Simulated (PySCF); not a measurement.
Isomers of C6H10O4, one GFN2-xTB conformer each. Single-point energies are computed at PBE0/pcSseg-1 (PySCF, gas phase, no added dispersion term), electronic only.

Question: Rank them by PBE0/pcSseg-1 energy, lowest first (kcal/mol).
A. `[CH3:1][CH2:2][CH2:3][O:4][C:5](=[O:6])[C:7](=[O:8])[O:9][CH3:10]` with C1–C2–C3–O4 66°, C2–C3–O4–C5 -109°, C3–O4–C5–O6 -2°, O4–C5–C7–O8 32°, C5–C7–O9–C10 -178°
B. `[CH3:1][CH2:2][O:3][C:4](=[O:5])[C:6](=[O:7])[O:8][CH2:9][CH3:10]` with C1–C2–O3–C4 89°, C2–O3–C4–O5 0°, O3–C4–C6–O7 -40°, C4–C6–O8–C9 178°, C6–O8–C9–C10 83° (diethyl oxalate)
C. `[CH3:1][O:2][C@@H:3]1[O:4][CH2:5][CH2:6][C@@H:7]1[O:8][CH:9]=[O:10]` with C1–O2–C3–O4 -74°, C6–C7–O8–C9 180°, C7–O8–C9–O10 -4°, O2–C3–O4–C5 -81°, C3–O4–C5–C6 -40°, O4–C5–C6–C7 26°, C5–C6–C7–O8 115°
D. `[CH3:1][O:2][C:3](=[O:4])[C:5](=[O:6])[O:7][CH:8]([CH3:9])[CH3:10]` with C1–O2–C3–O4 -1°, O2–C3–C5–O6 -44°, C3–C5–O7–C8 178°, C5–O7–C8–C9 -81°
E. `[CH3:1][CH2:2][O:3][C:4](=[O:5])[C@H:6]([CH3:7])[O:8][CH:9]=[O:10]` with C1–C2–O3–C4 -83°, C2–O3–C4–O5 1°, O3–C4–C6–C7 -90°, C4–C6–O8–C9 -58°, C6–O8–C9–O10 -3°

Answer: E (0.0), D (3.1), B (3.5), A (7.2), C (22.1).

Neighbours under 2.5 kcal/mol apart (COC(=O)C(=O)OC(C)C and CCOC(=O)C(=O)OCC) can change places with a better method, another conformer or zero-point energy. GFN2-xTB itself gives, in the same order: 0.0, 3.6, 4.3, 6.8, 4.9. Both levels put the same isomer lowest; measured from each level's own lowest isomer, the values differ by up to 17.2 kcal/mol (CO[C@@H]1OCC[C@@H]1OC=O: 4.9 against 22.1).

Question: Which frontier levels, dipoles and rotational constants go with these structures?

Answer: 
| SMILES | HOMO (eV, PBE0/pcSseg-1) | LUMO (eV) | dipole (D) | A, B, C (MHz) |
| --- | --- | --- | --- | --- |
| CCOC(=O)[C@H](C)OC=O | -8.09 | 0.04 | 2.62 | 2265, 900.1, 747.3 |
| COC(=O)C(=O)OC(C)C | -7.83 | -1.09 | 1.41 | 3111, 655.6, 623.9 |
| CCOC(=O)C(=O)OCC | -7.80 | -1.19 | 1.67 | 2937, 629.4, 622.7 |
| CCCOC(=O)C(=O)OC | -7.87 | -1.31 | 1.41 | 2718, 680.6, 646.1 |
| CO[C@@H]1OCC[C@@H]1OC=O | -7.85 | 0.31 | 1.93 | 1859, 1313, 891.9 |

Question: As an exercise, what shares would exp(−E/RT) give at 298.15 K from these electronic energies alone (no entropy, no degeneracies)?

Answer: RT = 0.592 kcal/mol: CCOC(=O)[C@H](C)OC=O 99.2 %, COC(=O)C(=O)OC(C)C 0.5 %, CCOC(=O)C(=O)OCC 0.3 %, CCCOC(=O)C(=O)OC under 0.1 %, CO[C@@H]1OCC[C@@H]1OC=O under 0.1 %.
